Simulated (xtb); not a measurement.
xtb input:

```bash
xtb mol.xyz --gfn 2 --ohess tight --chrg 0 --uhf 0
```
mol.xyz:
```
13

Si     2.09160040     0.06646890     0.01410916
C      0.24358377    -0.02435549     0.06689329
C     -0.59317835    -0.95671417     0.56154675
C     -1.99293061    -0.62904496     0.33305186
C     -1.96584403     0.52391523    -0.35672797
N     -0.64166977     0.88933012    -0.55946209
H      2.55760965     1.30954611     0.68370196
H      2.60732700     0.04300995    -1.36969092
H      2.55172530    -1.11104821     0.76204381
H     -0.25092158    -1.86918500     1.14386527
H     -2.84499275    -1.18606383     0.64645242
H     -2.77758671     1.12208662    -0.77935262
H     -0.36252974     1.67230796    -1.08318007
```

Problem. Which total energy does the run end on?

Solution. -16.77099 Eh (GFN2-xTB).
